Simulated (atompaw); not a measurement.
## Logarithmic derivatives: In, PAW (atompaw)

atompaw 4.2.0.5 input, output lines left out:

```
In 49
GGA-PBE scalarrelativistic loggrid 1500 logderivrange -8 5 326
5 5 4 0 0 0
5 1 1
0 0 0
c
c
c
c
v
c
c
v
v
c
v
2
2.25 2.25 1.85 1.95
y
0.5
n
n
y
-1.05
n
custom polynom vanderbiltortho sinc
3 0 troulliermartins
2.25
2.25
1.15
2.25
2.25
2.25
```

The phase is arctan(r·u′/u) with u = r·R(r), unwrapped; energies in Ry, scanned from -8 to 5 Ry. A pole is an energy at which the radial function vanishes at the test radius. The pseudo phase is shifted by a multiple of π to meet the all-electron one at the reference energy, and phase errors are pseudo minus all-electron; the curves can meet again beyond the range given. Levels narrower than the energy grid can be missing from the lists of poles.

Task: For each channel, where are the poles, and over which energies does the pseudopotential scatter like the atom?

Result:

| channel | radius (bohr) | reference energy (Ry) | poles, all-electron | poles, pseudo | unbroken range about the reference energy with phases within 0.05 rad | phase error 1 Ry above the reference energy (rad) |
| --- | --- | --- | --- | --- | --- | --- |
| s | 2.25 | -0.60 | 2.42 | 2.42 | the whole range | +0.000 |
| p | 2.25 | -0.19 | -5.70, 4.01 | -5.70, 3.79 | the whole range | -0.006 |
| d | 2.25 | -1.37 | -1.11 | -1.11 | the whole range | +0.000 |

Note: ghost state, extra bound levels that the all-electron valence spectrum of the same l lacks: s at -307.9 eV. A true bound ghost makes a file unfit for plane-wave use.

Phases in the p channel:

```tsv
E (Ry)	all-electron	pseudo
-8.00	1.400	1.399
-7.52	1.392	1.392
-7.04	1.382	1.382
-6.56	1.367	1.367
-6.08	1.325	1.325
-5.60	-1.680	-1.681
-5.12	-1.756	-1.756
-4.64	-1.778	-1.779
-4.16	-1.797	-1.798
-3.68	-1.817	-1.817
-3.20	-1.840	-1.841
-2.72	-1.868	-1.869
-2.24	-1.905	-1.906
-1.76	-1.956	-1.957
-1.28	-2.033	-2.033
-0.80	-2.157	-2.158
-0.32	-2.391	-2.391
0.16	-2.881	-2.882
0.64	-3.630	-3.635
1.12	-4.132	-4.139
1.60	-4.373	-4.380
2.08	-4.502	-4.510
2.56	-4.581	-4.590
3.04	-4.636	-4.647
3.52	-4.678	-4.691
4.00	-4.712	-4.729
4.48	-4.742	-4.763
4.96	-4.769	-4.796
```
